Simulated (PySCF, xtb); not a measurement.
GaH, SMILES [GaH] (connectivity only; charge and spin as stated), neutral, multiplicity 1.

GFN2-xTB (xtb) at its own geometry gives an orbital gap of 3.96 eV and a dipole moment of 4.29 D.

Geometry optimised at PBE0-D3(BJ)/def2-TZVPD.

Question: What does PBE/def2-TZVPD (PySCF) give? (An estimate is asked for; the answer gives what the named calculation found.)

Answer: gap 2.50 eV (levels -4.99 and -2.48 eV), dipole 0.46 D.
